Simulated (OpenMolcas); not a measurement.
Computed levels of 3s2 3p3 in ions with 15 electrons, in cm-1 above 4S* 3/2.

| Quantity | Value |
| --- | --- |
| Program | OpenMolcas 26.06 |
| Method | SS-CASPT2, IPEA 0.25 Eh, imaginary shift 0.1 Eh |
| Basis | ANO-R2 |
| Scalar Hamiltonian | X2C, finite nucleus |
| Spin-orbit coupling | RASSI with atomic mean-field integrals over the reference wave functions, term energies averaged over their components |

Active space for each ion: 3 electrons in 3 orbitals (3p); closed shells correlated by CASPT2: 2s 2p 3s.

```csv
Level,S+,Ar3+
2D* 3/2,15790,22070
2D* 5/2,15820,22180
2P* 1/2,26490,37190
2P* 3/2,26520,37330
```

Estimate 2D* 3/2, 2D* 5/2 for Cl2+ from its neighbours S+ and Ar3+.

2D* 3/2 is another term, which grows about linearly with the charge: (15790 + 22070) / 2 = 18930. The calculation gives 18990, so the estimate is off by -0.3 %; the measured value is 18053 (Moore, Atomic Energy Levels, vol. I, NSRDS-NBS 35 (1971 reprint of NBS Circular 467, 1949)).
2D* 5/2 is another term, which grows about linearly with the charge: (15820 + 22180) / 2 = 19000. The calculation gives 19040, so the estimate is off by -0.2 %; the measured value is 18120 (Moore, Atomic Energy Levels, vol. I, NSRDS-NBS 35 (1971 reprint of NBS Circular 467, 1949)).

CASPT2 does not keep the components of a term degenerate, so their means are used; among the terms shown or strongly mixed into the levels shown the widest spread is 220 cm-1 (3s2 3p3 2D*, Ar3+). With the s shell closed, the reference lacks s² → p² mixing. Measured partners are found by configuration, term and J. A level has none where our copy of the source lacks it or the pairing is in doubt (some pairs that miss far off the trend of their configuration count as doubtful), and it then counts in no deviation. Only configurations of the active space appear.

* marks odd parity.
